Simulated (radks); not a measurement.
Excited configurations of S III: one electron is placed in a higher orbital outside [Ne] 3s2 3p1. The ground configuration is [Ne] 3s2 3p2. Calculated with a radial shooting solver on a logarithmic mesh with Libxc functionals: scalar-relativistic Kohn-Sham, r2SCAN, spin-polarised, spherical densities, finite nucleus; open shells are filled with parallel spins first; meta-GGA in the generalised Kohn-Sham scheme; Fermi nuclear charge, rms radius 3.2611 fm. Excitation = E - E(ground); binding = E(ion) - E, where the ion is the core of charge +3; n* = 3/sqrt(2 binding) in atomic units, and the quantum defect is n - n*.

| outer orbital | excitation (eV) | binding (eV) | n* | quantum defect |
|---|---|---|---|---|
| 3d | 16.179 | 18.976 | 2.540 | 0.460 |
| 4s | 18.468 | 16.688 | 2.709 | 1.291 |
| 4d | 25.537 | 9.619 | 3.568 | 0.432 |
| 4f | 27.456 | 7.699 | 3.988 | 0.012 |
| 5p | 27.488 | 7.667 | 3.996 | 1.004 |
| 5d | 29.244 | 5.911 | 4.551 | 0.449 |
| 5f | 30.090 | 5.065 | 4.917 | 0.083 |
| 6s | 29.592 | 5.563 | 4.692 | 1.308 |
| 6p | 30.223 | 4.932 | 4.983 | 1.017 |

The Delta-SCF ionisation energy is 35.155 eV (NIST Atomic Spectra Database: 34.86 eV, semi-empirical). Self-interaction in the functional shifts the binding energies and quantum defects, so they are the method's values and not measured ones. Open shells are spherical and high-spin; term and fine-structure splittings are not resolved.
